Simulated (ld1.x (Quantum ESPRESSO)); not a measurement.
## Ranking RRKJ potentials for magnesium

All share these settings but for the change named:

| Property | Result |
| --- | --- |
| Element | magnesium |
| Generator | ld1.x (Quantum ESPRESSO) 7.5 |
| Type | norm-conserving RRKJ (Kleinman–Bylander form) |
| Functional | PBEsol |
| Relativity | scalar-relativistic |
| Frozen core | [He] |
| Valence charge | 10 |
| Reference configuration | 2s2 2p6 3s2 3p0 |
| Partial waves | 2s (bound): rc 0.80 bohr; 3d channel at 0.25 Ry: rc 0.60 bohr; 2p (bound): rc 0.75 bohr |
| Local potential | the p channel |
| Core correction | none |

Occupied shells without a wave of their own: 3s. They enter only through the test configuration that unscreens the potential.

Cutoff: the first of the cutoffs (Ry, on a coarse ladder) from which the occupation-weighted sum of valence levels, in a spherical-Bessel basis at the reference potential, stays within 10 and 1 mRy of its value at 400 Ry; the density cutoff is not measured.

The base gives 260 Ry.

Of 9 variants that were run, those that failed, showed a ghost or another fault, or gave nearly equal values are left out.

A variant can come out equal or close to the base.

Rank these variants from softest to hardest (loose cutoff).
A. all radii scaled by about 1.09 (s 0.86, p 0.82, d 0.66 bohr)
B. all radii scaled by about 1.40 (s 1.12, p 1.06, d 0.84 bohr)
C. all radii scaled by about 1.32 (s 1.06, p 0.98, d 0.80 bohr)
D. all radii scaled by about 0.97 (s 0.78, p 0.72, d 0.58 bohr)
E. all radii scaled by about 1.17 (s 0.94, p 0.88, d 0.70 bohr)

B (140 Ry), C (160 Ry), E (200 Ry), A (230 Ry), D (260 Ry).
